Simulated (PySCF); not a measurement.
Ionisation energy of Al(2+) by level of theory

Al(2+) [Ne] 3s1 (2S) → Al(3+) [Ne] (1S), as a difference of total energies. Computed with PySCF 2.14 in pcseg-2 (5s4p2d1f, 34 functions), with no relativity, point nucleus. The calculations carry no spin-orbit coupling.

```tsv
method	ionisation energy (eV)
UHF	28.020
LDA	28.807
TPSS	28.492
```

For comparison: 28.448 eV (measured; NIST Atomic Spectra Database, ionization energies).
